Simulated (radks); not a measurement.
Question: Ionisation ladder of germanium, from Ge I to Ge VI. Each ion is in the ground configuration listed by NIST, and IE = E(next ion) - E(this ion). All-electron calculation, Dirac Kohn-Sham, BLYP, spin-unpolarised, spherical densities, point nucleus; open shells fill j = l - 1/2 first. Program: a radial shooting solver on a logarithmic mesh with Libxc functionals.

| species | configuration | IE, Delta-SCF (eV) | <r> HOMO (bohr) |
|---|---|---|---|
| Ge I | [Ar] 3d10 4s2 4p2 | 7.453 | 2.89 |
| Ge II | [Ar] 3d10 4s2 4p1 | ? | 2.54 |
| Ge III | [Ar] 3d10 4s2 | ? | 1.94 |
| Ge IV | [Ar] 3d10 4s1 | 46.658 | 1.85 |
| Ge V | [Ar] 3d10 | ? | 0.720 |
| Ge VI | [Ar] 3d9 | 118.03 | 0.686 |

Estimate the withheld Delta-SCF values.

Answer: Ge II: 15.623 eV (NIST 15.935); Ge III: 34.947 eV (NIST 34.058); Ge V: 90.660 eV (NIST 90.50).

Beside tabulated values, note that spin-unpolarised runs miss the spin-polarisation part of the exchange energy of open shells.
